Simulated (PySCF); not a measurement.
# Potassium: a sound run and one with changed settings

Sound run: K [Ar] 4s1, K⁺ [Ar]. Calculation: PySCF 2.14, in def2-SVP; no relativity, point nucleus. The sound run starts from symmetry-adapted Hartree-Fock orbitals and uses a fine grid where one is needed.

Changed run: initial guess minao, at most 50 SCF cycles.

```json
{"species": "K", "method": "UHF", "sound run (hartree)": "-599.07743", "changed run (hartree)": "-599.07743", "converged": "yes"}
{"species": "K", "method": "PBE", "sound run (hartree)": "-599.61265", "changed run (hartree)": "-599.61265", "converged": "yes"}
{"species": "K", "method": "LDA", "sound run (hartree)": "-598.09897", "changed run (hartree)": "-598.09897", "converged": "yes"}
{"species": "K⁺", "method": "UHF", "sound run (hartree)": "-598.93116", "changed run (hartree)": "-598.93116", "converged": "yes"}
{"species": "K⁺", "method": "PBE", "sound run (hartree)": "-599.44983", "changed run (hartree)": "-599.44983", "converged": "yes"}
{"species": "K⁺", "method": "LDA", "sound run (hartree)": "-597.93355", "changed run (hartree)": "-597.93355", "converged": "yes"}
```

Here the plain start reaches the same solutions.
